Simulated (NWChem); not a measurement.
# ZrH4S2; SMILES [SH][ZrH2][SH]

```xyz
7

Zr    -0.5796     0.0017    -0.0135
H     -1.6497     0.0543    -1.5131
H     -1.6030    -0.0341     1.5227
S      0.7345     2.0364     0.0009
H      1.9073     1.3571     0.0018
S      0.7817    -1.9896    -0.0430
H      0.2725    -2.1944     1.2046
```
Atoms are numbered in this order, from 1.

All runs: NWChem. All runs use the structure optimised with PBE0/def2-SVP. Not confirmed as a minimum by frequencies. def2 effective core potentials on Zr; no spin-orbit coupling. Ions are spin-unrestricted doublets at the neutral geometry; other ion states weren't tried.

Q: What does the run give for PBE/def2-SVP? Quantities: vertical ionisation energy, ΔSCF (eV); −ε(HOMO) (eV).

A: 
- vertical ionisation energy, ΔSCF (eV): 9.48
- −ε(HOMO) (eV): 6.83
